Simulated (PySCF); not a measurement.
A geometry optimisation, step by step.

Species: 4-acetylbenzoic acid, C9H8O3.
Atom-mapped SMILES: `[CH3:1][C:2](=[O:3])[c:4]1[cH:5][cH:6][c:7]([C:8](=[O:9])[OH:10])[cH:11][cH:12]1` (hydrogens: H13, H14, H15 on C1; H16 on C5; H17 on C6; H18 on O10; H19 on C11; H20 on C12)

Method: PBE0-D3(BJ)/def2-SVP geometry optimisation, gas phase (PySCF 2.14.0); density fitting, grid level 1; the optimiser is geomeTRIC in internal coordinates, started from a GFN2-xTB structure with every atom displaced at random (about 0.01 Å). 5 of its 9 geometries are shown. The frame can shift and turn from step to step; on so coarse a grid that alone can change the energy by a few meV, and forces under 0.02 eV/Å are noise.

Step 0: E = -15576.4743 eV, largest atomic force 2.457 eV/Å
```
atom  x, y, z in Å  |  force x, y, z in eV/Å
C1      3.438   -0.430    0.357   -1.884   1.065  -0.141
C2      2.432    0.682   -0.001    1.449  -0.487   0.084
O3      2.784    1.790   -0.334    0.296   0.131  -0.013
C4      1.021    0.348    0.068   -2.434  -0.333   0.041
C5      0.071    1.345   -0.263    0.855   0.358   0.116
C6     -1.288    1.122   -0.215    0.424  -0.339   0.029
C7     -1.744   -0.144    0.156   -0.559   0.273  -0.135
C8     -3.186   -0.444    0.210   -1.745  -1.088   0.602
O9     -3.660   -1.516    0.546    0.683   0.696  -0.331
O10    -3.985    0.587   -0.106    0.289   0.459  -0.243
C11    -0.857   -1.154    0.489    0.791   0.186  -0.114
C12     0.516   -0.911    0.446   -0.752   1.111  -0.378
H13     4.401   -0.008    0.252    1.469   0.399  -0.062
H14     3.235   -0.739    1.380    0.134  -0.285   0.349
H15     3.288   -1.260   -0.321    0.048  -0.578  -0.275
H16     0.462    2.333   -0.528   -0.005  -0.112  -0.056
H17    -1.984    1.907   -0.466   -0.313   0.253  -0.080
H18    -4.924    0.335   -0.055    0.494  -0.302   0.119
H19    -1.238   -2.126    0.765   -0.212  -0.345   0.131
H20     1.166   -1.702    0.700    0.972  -1.063   0.355
```

Step 2: E = -15576.6566 eV, largest atomic force 0.826 eV/Å
```
atom  x, y, z in Å  |  force x, y, z in eV/Å
C1      3.444   -0.334    0.463    0.002   0.040  -0.009
C2      2.435    0.727    0.101   -0.055  -0.012   0.011
O3      2.785    1.844   -0.206   -0.026   0.017  -0.015
C4      0.974    0.370    0.124    0.071  -0.028  -0.002
C5      0.054    1.362   -0.234   -0.019   0.101  -0.006
C6     -1.310    1.098   -0.248    0.112  -0.026   0.043
C7     -1.764   -0.179    0.101   -0.121  -0.308  -0.244
C8     -3.213   -0.529    0.057   -0.358   0.380   0.640
O9     -3.707   -1.592    0.337    0.407  -0.277  -0.168
O10    -3.976    0.531   -0.236   -0.043   0.200  -0.275
C11    -0.854   -1.178    0.463   -0.041   0.078  -0.028
C12     0.508   -0.903    0.475   -0.009  -0.062   0.039
H13     4.449    0.100    0.389   -0.027  -0.022   0.005
H14     3.277   -0.700    1.488   -0.002  -0.015   0.004
H15     3.364   -1.197   -0.215    0.000  -0.016   0.005
H16     0.445    2.346   -0.502    0.007   0.007  -0.005
H17    -2.028    1.871   -0.527    0.021  -0.028  -0.008
H18    -4.897    0.228   -0.216    0.079  -0.029   0.019
H19    -1.242   -2.164    0.726    0.005  -0.015  -0.001
H20     1.208   -1.692    0.759   -0.003   0.016  -0.006
```

Step 4: E = -15576.6766 eV, largest atomic force 0.445 eV/Å
```
atom  x, y, z in Å  |  force x, y, z in eV/Å
C1      3.435   -0.342    0.466   -0.007  -0.018   0.009
C2      2.435    0.722    0.092    0.022  -0.004   0.003
O3      2.794    1.836   -0.217   -0.035   0.025  -0.017
C4      0.975    0.373    0.107    0.003  -0.006   0.001
C5      0.059    1.372   -0.244    0.009  -0.024  -0.001
C6     -1.303    1.108   -0.246   -0.015   0.035   0.015
C7     -1.766   -0.166    0.104    0.014  -0.036   0.138
C8     -3.214   -0.506    0.121   -0.006  -0.055  -0.441
O9     -3.661   -1.598    0.364    0.052   0.034   0.176
O10    -3.989    0.525   -0.236   -0.065   0.049   0.117
C11    -0.859   -1.170    0.451    0.007   0.031   0.009
C12     0.504   -0.900    0.455    0.034  -0.032  -0.002
H13     4.444    0.082    0.400   -0.003   0.003  -0.002
H14     3.256   -0.705    1.491    0.001  -0.005   0.000
H15     3.355   -1.209   -0.207    0.003  -0.004   0.002
H16     0.452    2.355   -0.510    0.001   0.001  -0.003
H17    -2.021    1.885   -0.516    0.003  -0.004   0.000
H18    -4.900    0.196   -0.222   -0.025   0.011  -0.002
H19    -1.247   -2.155    0.717    0.002   0.001   0.002
H20     1.202   -1.692    0.731    0.004  -0.001  -0.002
```

Step 6: E = -15576.6806 eV, largest atomic force 0.119 eV/Å
```
atom  x, y, z in Å  |  force x, y, z in eV/Å
C1      3.435   -0.344    0.470   -0.019  -0.029   0.011
C2      2.438    0.719    0.087    0.049  -0.010   0.005
O3      2.801    1.831   -0.225   -0.062   0.025  -0.019
C4      0.977    0.373    0.099   -0.008   0.000  -0.001
C5      0.064    1.375   -0.252   -0.013  -0.082   0.029
C6     -1.298    1.106   -0.254   -0.076   0.079  -0.026
C7     -1.767   -0.167    0.092    0.018  -0.006  -0.033
C8     -3.215   -0.507    0.106   -0.003   0.043   0.102
O9     -3.653   -1.593    0.389   -0.012   0.000  -0.037
O10    -4.001    0.529   -0.213    0.016  -0.024  -0.028
C11    -0.861   -1.173    0.441    0.036   0.095  -0.031
C12     0.501   -0.899    0.444    0.072  -0.089   0.032
H13     4.444    0.080    0.407   -0.004   0.004  -0.003
H14     3.251   -0.702    1.495    0.001  -0.005  -0.001
H15     3.359   -1.213   -0.200    0.002  -0.006   0.001
H16     0.457    2.358   -0.518   -0.011  -0.004  -0.002
H17    -2.015    1.883   -0.524   -0.013   0.006  -0.004
H18    -4.913    0.204   -0.170    0.002   0.000   0.002
H19    -1.250   -2.159    0.706    0.011   0.009   0.000
H20     1.199   -1.691    0.719    0.013  -0.006   0.003
```

Step 8: E = -15576.6824 eV, largest atomic force under 0.02 eV/Å
```
atom  x, y, z in Å  |  force x, y, z in eV/Å
C1      3.435   -0.343    0.468    0.001   0.002   0.003
C2      2.436    0.720    0.087   -0.003   0.001  -0.002
O3      2.791    1.834   -0.225    0.001  -0.002  -0.006
C4      0.977    0.369    0.102   -0.004  -0.003   0.000
C5      0.062    1.369   -0.249    0.002  -0.001   0.003
C6     -1.302    1.109   -0.253   -0.001   0.004   0.004
C7     -1.766   -0.166    0.095    0.002  -0.001  -0.003
C8     -3.214   -0.505    0.109    0.002   0.001   0.001
O9     -3.654   -1.593    0.385   -0.003   0.004   0.006
O10    -3.998    0.530   -0.217    0.000  -0.004   0.000
C11    -0.859   -1.170    0.444    0.002   0.004  -0.002
C12     0.505   -0.904    0.448    0.003  -0.005   0.000
H13     4.444    0.082    0.403    0.000   0.000  -0.001
H14     3.254   -0.702    1.492   -0.001   0.000  -0.002
H15     3.359   -1.212   -0.203    0.001   0.000  -0.001
H16     0.457    2.352   -0.515    0.000   0.000  -0.002
H17    -2.017    1.886   -0.523    0.000   0.000  -0.002
H18    -4.910    0.204   -0.180   -0.001   0.002   0.002
H19    -1.249   -2.155    0.708    0.000   0.001   0.002
H20     1.202   -1.698    0.724    0.000   0.000   0.000
```

Q: Summarise the path.

A: The energy falls by 20.08 kJ/mol from step 0 to step 8; nine tenths of that is first reached at step 3. It rises by more than 0.2 meV at steps 4 and 6. The largest force goes from 2.457 to under 0.02 eV/Å. Among the bonds C2–C4 changes most, from 1.452 to 1.501 Å; the atoms move by 0.033 Å rms after alignment.

Q: Follow the three bonds and two angles with the largest change from start to end.

A: 
```
step  E above end (kJ/mol)  largest force (eV/Å)  C2–C4 (Å)  C1–H13 (Å)  C12–H20 (Å)  C8–O10–H18 (°)  C2–C1–H14 (°)
   0                 20.08                 2.457      1.452       1.057        1.054           111.3          107.5
   1                  3.04                 0.817      1.511       1.104        1.098           105.5          110.7
   2                  2.49                 0.826      1.504       1.097        1.092           106.8          110.9
   3                  0.45                 0.306      1.502       1.095        1.091           106.7          110.9
   4                  0.56                 0.445      1.501       1.096        1.091           106.2          110.9
   5                  0.04                 0.088      1.501       1.096        1.091           106.3          110.9
   6                  0.17                 0.119      1.501       1.096        1.091           106.4          110.9
   7                  0.04                 0.059      1.501       1.096        1.091           106.4          110.9
   8                  0.00            under 0.02      1.501       1.096        1.091           106.4          110.9
```

What follows is the cost of the whole optimisation. On an Intel Xeon 6975P-C with one thread, on a shared host, this took 2.6 min wall and 0.89 GiB of memory at its peak.
